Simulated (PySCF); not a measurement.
Run record for `N(=C)/C=C\C1CC1`: BP86/IGLO-II, full TDDFT, 1 singlet.

Method: TDDFT BP86/IGLO-II, vertical, gas phase, core orbitals frozen in the response (PySCF 2.14.0, density-fitted response routines). Geometry: GFN2-xTB. A driver script takes a list of jobs; this job's settings line and coordinates (Å) are shown.

Command:
```bash
OMP_NUM_THREADS=1 python probes_run.py task.json out
```

Input:
```
{"job": {"kind": "uv", "xc": "BP86", "basis": "IGLO-II", "nstates": 1, "ntriplets": 2, "tda": false}, "charge": 0, "multiplicity": 1}
C      3.213045     0.091395    -0.334986
N      1.961395     0.156931    -0.197389
C      1.322522    -0.641321     0.723422
C     -0.005007    -0.586917     0.883073
C     -0.884568     0.297288     0.122254
C     -2.272705    -0.174254    -0.239192
C     -2.102159     0.885029     0.794381
H      3.863022    -0.576975     0.242193
H      3.684852     0.729941    -1.066169
H      1.927404    -1.325214     1.324331
H     -0.475161    -1.228295     1.616204
H     -0.361846     0.914323    -0.595132
H     -2.658925     0.101792    -1.208221
H     -2.568428    -1.160880     0.084686
H     -2.281836     0.625180     1.826574
H     -2.369202     1.900921     0.547526
```

Output:
```
coarse grid: 13160 points
cycle   1  E = -288.7396096678  dE =  8.109e-01  |g| = 5.538e-01  |ddm| = 3.196e+00
cycle   2  E = -288.5614384259  dE =  1.782e-01  |g| = 9.777e-01  |ddm| = 1.600e+00
cycle   3  E = -288.7981739879  dE = -2.367e-01  |g| = 3.150e-01  |ddm| = 1.191e+00
cycle   4  E = -288.8238196416  dE = -2.565e-02  |g| = 7.235e-02  |ddm| = 2.704e-01
cycle   5  E = -288.8249512482  dE = -1.132e-03  |g| = 2.828e-02  |ddm| = 6.695e-02
cycle   6  E = -288.8251226811  dE = -1.714e-04  |g| = 9.019e-03  |ddm| = 2.579e-02
cycle   7  E = -288.8251385081  dE = -1.583e-05  |g| = 4.408e-03  |ddm| = 1.112e-02
cycle   8  E = -288.8251434398  dE = -4.932e-06  |g| = 6.155e-04  |ddm| = 4.272e-03
final grid: 126592 points
cycle   9  E = -288.8013714801  dE = -9.928e-05  |g| = 5.327e-03  |ddm| = 3.702e-02
cycle  10  E = -288.8013601906  dE =  1.129e-05  |g| = 8.434e-03  |ddm| = 1.216e-02
cycle  11  E = -288.8013766406  dE = -1.645e-05  |g| = 2.547e-03  |ddm| = 8.732e-03
cycle  12  E = -288.8013781052  dE = -1.465e-06  |g| = 5.560e-04  |ddm| = 1.961e-03
cycle  13  E = -288.8013781136  dE = -8.459e-09  |g| = 3.401e-04  |ddm| = 6.003e-04
cycle  14  E = -288.8013781441  dE = -3.047e-08  |g| = 8.869e-05  |ddm| = 3.252e-04
cycle  15  E = -288.8013781461  dE = -2.042e-09  |g| = 2.871e-05  |ddm| = 1.014e-04
cycle  16  E = -288.8013781463  dE = -2.161e-10  |g| = 5.000e-06  |ddm| = 2.563e-05
converged SCF energy = -288.8013781463

Static polarisability (au): isotropic 86.579, principal 52.022 69.608 138.107

Singlet excitations
state   eV       nm        f      main configurations
  1   4.0170    308.6   0.00064   H-1->L 0.99

Triplet excitations (Tamm-Dancoff, eV): 3.0277 3.5968
```

The SCF starts on a coarse grid where the log names one; the energy can jump when the final grid takes over, and dE then counts from the start density on the new grid. H and L stand for HOMO and LUMO; the number after each pair is its weight.

Question: Give the mean polarisability as a volume in Å³, and the ratio of the largest to the smallest principal value.

Answer: 86.579 au × 0.148185 = 12.83 Å³; 138.107/52.022 = 2.65.

Question: How does the lowest singlet excitation compare with the HOMO–LUMO gap?

Answer: HOMO -5.64 eV and LUMO -2.03 eV give a gap of 3.61 eV; S1 at 4.02 eV lies 0.41 eV above it.

In short: SCF converged in 16 cycles with 208 basis and 754 fitting functions; HOMO -5.64 eV, LUMO -2.03 eV; lowest singlet 4.02 eV; lowest triplet 3.03 eV (Tamm–Dancoff); mean polarisability 86.6 au.

Question: How long does this job take on Intel Xeon Platinum 8488C, one thread, no GPU, shared host with 192 logical CPUs at a one-minute load of 63? And the peak memory of the process?

Answer: About 29 s, with 0.72 GiB resident at the peak, the Python interpreter and its libraries included.

The values belong to the conformer `[CH2:1]=[N:2]/[CH:3]=[CH:4]\[CH:5]1[CH2:6][CH2:7]1`: C1–N2–C3–C4 180°, C3–C4–C5–C6 146°.
